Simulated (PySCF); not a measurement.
Input file for PySCF: R-HF/3-21G on H2OTe (SMILES O[TeH]), a point of a torsion scan.

```python
from pyscf import gto, scf, dft, mp
from pyscf.data.elements import chemcore

mol = gto.M(
    atom='''
    O    -1.05815898    0.17868445    0.28939253
    Te    0.79065797    0.83661652   -0.16182220
    H    -1.33497072   -0.45903921   -0.36466784
    H     0.91886189   -0.10062873   -1.50845817
    ''',
    basis='3-21g',
    charge=0, spin=0, verbose=3, max_memory=1800)
mf = scf.RHF(mol)
mf.conv_tol = 1e-8
mf.max_cycle = 100
mf.kernel()
if not mf.converged:
    mf = mf.newton().run(mf.mo_coeff, mf.mo_occ)
```

The log:

```
converged SCF energy = -6658.25739712186
```

The calculation finished and met its thresholds.

Cost: very roughly 0.4 core-seconds.
